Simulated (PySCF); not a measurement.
# The 4-electron isoelectronic series, non-relativistic

Calculated with PySCF 2.14 from differences of total energies of unrestricted determinants, without spin-orbit coupling. Each ion has its own even-tempered basis scaled to its charge (18s9p6d6f5g for the first); frozen: nothing. Ionisation energies in eV, correlation energies of the ion in mhartree.

| ion | configuration | UHF | LDA | PBE | PBE0 | r2SCAN | MP2 (all electrons) | E_corr MP2 | NIST (with spin-orbit, Breit and QED) |
| --- | --- | --- | --- | --- | --- | --- | --- | --- | --- |
| C²⁺ | [He] 2s2 (1S) | 45.778 | 46.948 | 47.106 | 47.041 | 46.625 | 47.117 | -95.7 | 47.888 |
| O⁴⁺ | [He] 2s2 (1S) | 111.01 | 112.19 | 112.60 | 112.50 | 111.84 | 112.75 | -112.1 | 113.90 |
| Ne⁶⁺ | [He] 2s2 (1S) | 203.53 | 204.64 | 205.35 | 205.21 | 204.31 | 205.65 | -126.7 | 207.27 |
| Mg⁸⁺ | [He] 2s2 (1S) | 323.30 | 324.29 | 325.33 | 325.14 | 323.99 | 325.78 | -140.5 | 327.99 (s) |
| Si¹⁰⁺ | [He] 2s2 (1S) | 470.31 | 471.13 | 472.52 | 472.30 | 470.90 | 473.13 | -153.7 | 476.27 (s) |
| S¹²⁺ | [He] 2s2 (1S) | 644.53 | 645.18 | 646.93 | 646.66 | 645.02 | 647.69 | -166.5 | 651.96 ± 0.12 (s) |
| Ar¹⁴⁺ | [He] 2s2 (1S) | 845.97 | 846.42 | 848.55 | 848.24 | 846.36 | 849.47 | -179.3 | 855.5 ± 0.3 (s) |
| Ca¹⁶⁺ | [He] 2s2 (1S) | 1074.6 | 1074.9 | 1077.4 | 1077.0 | 1074.9 | 1078.5 | -191.8 | 1086.8 ± 0.4 (s) |
| Ti¹⁸⁺ | [He] 2s2 (1S) | 1330.5 | 1330.5 | 1333.4 | 1333.0 | 1330.7 | 1334.7 | -204.2 | 1346.3 ± 0.5 (s) |
| Cr²⁰⁺ | [He] 2s2 (1S) | 1613.6 | 1613.4 | 1616.7 | 1616.3 | 1613.6 | 1618.1 | -216.6 | 1634.1 ± 0.5 (s) |

Each ion has its own basis, which adds noise of up to about 0.1 % along the series.

NIST values marked (s) are semi-empirical, (t) theoretical. Open shells are high-spin determinants of the terms that Hund's rules give.

MP2 underrates the 2s², 2p² near-degeneracy of four-electron ions.

All relativistic terms are absent from the calculated values; where these lie close to NIST, scalar and spin-orbit shifts of opposite sign can cancel.
